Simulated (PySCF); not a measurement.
Species: C6H9N2 (charge -1).
Cartesian coordinates in Å at the PBE0-D3(BJ)/def2-SVP level; atoms count from 1:
```
atom  x, y, z in Å
C1    -1.9637    0.8523   -0.3080
C2    -1.5336   -0.6016   -0.4443
C3    -0.3941   -0.9747    0.5134
C4     0.9250   -0.3433    0.1895
C5     2.1157   -0.9603   -0.1995
N6     3.0695   -0.0159   -0.4225
C7     2.4153    1.1245   -0.1605
N8     1.1299    1.0058    0.2132
H9    -1.0676    1.4929   -0.3538
H10   -2.4407    1.0274    0.6725
H11   -2.6844    1.1488   -1.0897
H12   -2.4007   -1.2719   -0.2792
H13   -1.1861   -0.7888   -1.4759
H14   -0.2656   -2.0717    0.5089
H15   -0.7124   -0.7079    1.5425
H16    2.3152   -2.0314   -0.3210
H17    2.9023    2.1050   -0.2430
```

Computed with PySCF at PBE0/pcSseg-1, non-relativistic, on one gas-phase PBE0-D3(BJ)/def2-SVP geometry that isn't relaxed in the solvent. The solvent is an IEF-PCM continuum (Bondi radii, 1.10 Å for H, scaled by 1.2). Only the electrostatic response of the medium enters.

| run | E − E(gas) (kcal/mol) | HOMO (eV) | HOMO–LUMO gap (eV) |
| --- | --- | --- | --- |
| gas | 0.00 | -0.62 | 5.67 |
| P | -52.64 | -4.69 | 6.84 |
| Q | -51.12 | -4.58 | 6.80 |

The runs were made in dichloromethane and tetrahydrofuran. Which run belongs to which solvent?

P = dichloromethane, Q = tetrahydrofuran. The dielectric constants are 7.426 (tetrahydrofuran), 8.93 (dichloromethane), and the energy falls further as ε rises. In this model the ground state sees the solvent through ε alone.

How constant is the ratio of the lowering to 1 − 1/ε?

| solvent | 1 − 1/ε | E − E(gas) (kcal/mol) | ratio (kcal/mol) | polarisation term (kcal/mol) |
| --- | --- | --- | --- | --- |
| tetrahydrofuran | 0.865 | -51.12 | -59.1 | -53.25 |
| dichloromethane | 0.888 | -52.64 | -59.3 | -54.94 |

The ratio changes by +0.3 % in size from tetrahydrofuran to dichloromethane. The polarisation term is half the interaction of the solute with the induced surface charges.

Cost: about 70 s of CPU time on one thread; the machine was shared, so the figure is rough. This is the whole shielding run at PBE0/pcSseg-1 in dichloromethane, SCF included.
